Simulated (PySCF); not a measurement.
Si(H)2(F)(NMe2) (C2H8FNSi), SMILES CN(C)[SiH2]F.

The structure is a stationary point at B3LYP-D3(BJ)/def2-SVP. This is a generated structure with no PubChem entry under its InChIKey; it may be hypothetical. Other conformers were not sampled.

Two levels are set side by side: PBE/def2-TZVP (PySCF) and M06-2X/def2-TZVP (PySCF). Same geometry, gas phase. Differences are taken from unrounded values.

```
quantity                       PBE
---------------------------  -----
orbital gap (eV)              5.46
highest occupied level (eV)  -5.56
lowest empty level (eV)      -0.10
dipole moment (D)             2.06
mean polarisability (bohr³)   60.7
```

### Question
These are the PBE values. What does M06-2X give? (The exact figures need the calculation; the answer reports its results.)

### Answer

| quantity | M06-2X | PBE minus M06-2X |
|---|---|---|
| orbital gap (eV) | 9.60 | -4.14 |
| highest occupied level (eV) | -8.19 | 2.63 |
| lowest empty level (eV) | 1.42 | -1.51 |
| dipole moment (D) | 2.10 | -0.04 |
| mean polarisability (bohr³) | 56.7 | 3.9 |

PBE's occupied levels lie high since its potential decays too fast outside the molecule; exact exchange lowers them and widens the gap. PBE's more diffuse valence density responds more strongly to a field. Differences between two approximate levels are no errors against the true value.

Rough cost on one machine, each run with all the roots and properties that it gave: M06-2X against PBE about 3 times.
